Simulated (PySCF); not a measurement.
C3H3BO2, SMILES O=CB(C#C)O.

Coordinates come from a PBE0-D3(BJ)/def2-SVP optimisation. This is a generated structure with no PubChem entry under its InChIKey; it may be hypothetical. The values are those of a single conformer.

Computed with TDDFT-PBE/def2-SVPD in PySCF.

Vertical excitations.  State labels are in the subgroup Cs.

| state | symmetry | energy (eV) | λ (nm) | f | main pairs |
|---|---|---|---|---|---|
| S1 | A" | 2.23 | 555 | 0.000 | HOMO→LUMO 100 % |
| S2 | A" | 3.87 | 320 | 0.000 | HOMO−1→LUMO 100 % |
| S3 | A" | 4.27 | 290 | 0.000 | HOMO→LUMO+1 100 % |
| S4 | A' | 4.45 | 278 | 0.027 | HOMO−2→LUMO 68 %, HOMO→LUMO+2 28 % |
| S5 | A' | 4.58 | 271 | 0.036 | HOMO→LUMO+2 71 %, HOMO−2→LUMO 26 % |
| S6 | A' | 5.30 | 234 | 0.029 | HOMO→LUMO+3 99 % |
| S7 | A" | 5.92 | 209 | 0.000 | HOMO−3→LUMO 98 % |
| S8 | A" | 6.07 | 204 | 0.000 | HOMO−1→LUMO+1 97 % |
| S9 | A' | 6.31 | 197 | 0.014 | HOMO→LUMO+4 100 % |
| S10 | A' | 6.39 | 194 | 0.004 | HOMO→LUMO+5 54 %, HOMO−2→LUMO+1 25 %, HOMO−1→LUMO+2 19 % |
| T1 | A" | 1.67 | 743 | 0 | HOMO→LUMO 99 % |
| T2 | A" | 3.72 | 333 | 0 | HOMO−1→LUMO 99 % |
| T3 | A' | 3.74 | 331 | 0 | HOMO−2→LUMO 96 % |
| T4 | A" | 4.02 | 308 | 0 | HOMO→LUMO+1 99 % |
Triplets are in the Tamm–Dancoff approximation, which puts them higher than full response would, so one can lie above its singlet here.
